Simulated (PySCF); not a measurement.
C4H9FSi, SMILES C/C=C(\F)[SiH2]C.

Geometry optimised at ωB97X-D3(BJ)/def2-SVP. The structure was generated by enumeration; whether it is a known compound was not checked. Other conformers were not sampled.

The numbers are results of CAM-B3LYP/def2-TZVP (PySCF), not measurements.

Isolated molecule, no solvent.

```json
{
  "total_energy": "-547.16629 hartree",
  "highest_occupied_level": "-8.52 eV",
  "lowest_empty_level": "1.07 eV",
  "orbital_gap": "9.59 eV",
  "dipole_moment": "1.25 D",
  "quadrupole, principal values (traceless, Buckingham form, about the centre of nuclear charge)": "-3.59, -2.60, 6.19 D·Å",
  "mean_static_polarisability": "76.9 bohr³ (11.39 Å³)",
  "polarisability_principal_values": "62.9, 68.0, 99.7 bohr³"
}
```
